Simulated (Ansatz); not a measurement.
Reaction (isomerisation): `CC1([SiH3])BC1` → `C=C([SiH3])BC`

Program: Ansatz. Geometries: PBE0-D4/def2-TZVP. ΔE: electronic, gas phase. CCSD(T)/CBS is the MP2 limit (def2-TZVPP, def2-QZVPP) plus CCSD(T) − MP2 in def2-TZVPP, frozen cores. Functionals use def2-TZVPP. B3LYP here is the variant with VWN-RPA as its local correlation; programs differ in this. One conformer a species, not always the lowest.

CCSD(T)/CBS gives -88.3 kJ/mol.

**Question.** Another level gave -77.7 kJ/mol. Which?
A. B3LYP/def2-TZVPP
B. CCSD/def2-TZVPP
C. PBE0-D4/def2-TZVPP
D. r2SCAN-D4/def2-TZVPP

**Answer.** D. r2SCAN-D4 -77.7, B3LYP -96.5, PBE0-D4 -71.6, CCSD/def2-TZVPP -90.1 kJ/mol.

Largest T1 diagnostic among the species: 0.011.

From PBE to PBE0 (25 % exact exchange), in def2-TZVPP and without D4, ΔE moves by +3.8 kJ/mol. In def2-TZVPP, CCSD(T) changes the Hartree–Fock value by +19.4 kJ/mol (the triples alone add −0.5 kJ/mol) and MP2 by +30.5 kJ/mol.
